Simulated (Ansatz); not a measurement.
A calculation with Ansatz (development build ahead of 0.2.0).

```yaml
crystal:
  periodic: [false, false, false]
  atoms:
    - { symbol: V, position_ang: [0.0, 0.0, 0.0] }
basis:
  gaussian: { orbitals: def2-SVP }
total_charge: 1
magnetization:
  spin_polarized: true
  initial_magnetization: 4
hamiltonian:
  xc: pbe0
output:
  forces: true
```

The input is written out in the form of the current development build from the run's settings.

The run gave:

```json
{"Converged": "yes", "Total energy": "-943.32810 hartree", "Spin squared of the determinant": "6.000", "Stability test": "minimum"}
```

Forces (eV/Å):
| atom | Fx | Fy | Fz |
| --- | --- | --- | --- |
| V1 | 0.000 | 0.000 | 0.000 |
